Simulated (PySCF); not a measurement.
The second ionisation energy along the third row

All values are computed (PySCF 2.14, energy differences of UHF-based or UKS calculations, no spin-orbit coupling). Values in eV. The last column holds reference values (NIST; (s) semi-empirical, (t) theoretical, else measured). Unmarked ones compare directly (S terms, centres of terms, or small fine structure); those marked * lie between the lowest fine-structure levels and include a spin-orbit shift.

```csv
element,configurations,UHF,MP2 (valence),SCS-MP2 (valence),CCSD (valence),CCSD(T) (valence),reference
"Al (x2c-TZVPall, spin-free X2C)",[Ne] 3s2 → [Ne] 3s1,17.559,18.297,18.445,18.623,18.623,18.829
"P (x2c-TZVPall, spin-free X2C)",[Ne] 3s2 3p2 → [Ne] 3s2 3p1,19.151,19.583,19.495,19.624,19.658,19.769 (s) *
"S (x2c-TZVPall, spin-free X2C)",[Ne] 3s2 3p3 → [Ne] 3s2 3p2,22.706,23.310,23.126,23.246,23.284,23.338 *
"Cl (x2c-TZVPall, spin-free X2C)",[Ne] 3s2 3p4 → [Ne] 3s2 3p3,22.572,23.327,23.405,23.436,23.465,23.771
"Ar (x2c-TZVPall, spin-free X2C)",[Ne] 3s2 3p5 → [Ne] 3s2 3p4,26.368,27.331,27.324,27.297,27.330,27.630 *
```

"Valence" correlates the outer s and p shells and, in groups 3 to 12 and the f block, the outer d or f shell, open or full, or the next shell where the ion has no valence electron left; the wider scheme adds the next inner shell.
